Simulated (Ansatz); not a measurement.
Clusters of 3 atoms, binary: r2SCAN-D4/def2-TZVPD single points in Ansatz on relaxed structures, gas phase. Each cluster is the lowest isomer that a short search found in that spin, judged at the geometry's level, and lower ones may exist. Core potentials for Bi, Sn, Te, no spin–orbit coupling. HOMO and LUMO are taken over both spins. Binding counts from free atoms in the multiplicity of their measured ground term, without zero-point energy. Singlets are spin-restricted. The spins of the ions were chosen, not always searched. A dash marks a value that wasn't run or was left out as unsound. The structures are stationary points that may keep the symmetry of their start. Remarks come from the PBE and PBE0 runs and from stability tests at other levels; not every state was tested. A HOMO above zero means that the electron is unbound at that level and held by the basis, or that self-interaction error raises the level; the energy of removing that electron tells which. HOMO above LUMO (over both spins in singlets and doublets, within one spin in higher multiplets; at PBE or PBE0), or a gap under 0.15 eV within one spin, warns that the state may not be the lowest or that an electron is smeared out.

```
species  atoms                         state             geometry  HOMO (eV)  LUMO (eV)  gap (eV)  vertical EA (eV)  binding per atom (eV)  lowest of the spins relaxed  point group (within 0.1 Å)                                                                                                          remarks
  MgSi2      3                       singlet  r2SCAN-D4/def2-TZVP      -4.69      -3.69      1.00              1.84                   1.77                            –                         C2v                                                                                     HOMO above zero (-1 doublet)
   AsP2      3  doublet; reduced ion triplet     PBE-D4/def2-TZVP      -5.06      -4.04      1.02              1.54                   2.41                            –                           –                                                                                     HOMO above zero (-1 triplet)
  TeSe2      3                       singlet   B3LYP-D4/def2-TZVP      -5.40      -3.82      1.57              1.42                   1.91                            –                         C2v  HOMO above zero (-1 doublet), gap within one spin near zero at PBE or PBE0 (triplet), HOMO above LUMO (triplet)
  AsSe2      3  doublet; reduced ion singlet    PBE0-D4/def2-TZVP      -5.32      -3.64      1.68              1.27                   2.16                            –                         C2v                                                                                     HOMO above zero (-1 singlet)
    BC2      3  doublet; reduced ion singlet    PBE0-D4/def2-TZVP      -7.27      -4.66      2.61              2.60                   4.29                            –                         C∞v                                                                                     HOMO above zero (-1 singlet)
  SnGe2      3                       singlet  r2SCAN-D4/def2-TZVP      -5.32      -3.90      1.42              1.80                   2.14                            –                          Cs                                                            spin states tie at PBE0, HOMO above zero (-1 doublet)
 SiGe2⁻      3                       doublet   PBE0-D4/def2-TZVPD      -0.01          –         –                 –                      –  doublet, of doublet/quartet                         C2v                                                        HOMO above zero at PBE or PBE0, HOMO above zero (quartet)
  BiTe2      3  doublet; reduced ion singlet    B3LYP-D4/def2-SVP      -4.87      -3.47      1.39              1.48                   1.71                            –                         C2v                                                                                     HOMO above zero (-1 singlet)
```

The gap (eV) runs from 1.00 (MgSi2) to 2.61 (BC2). The vertical EA (eV) runs from 1.27 (AsSe2) to 2.60 (BC2).
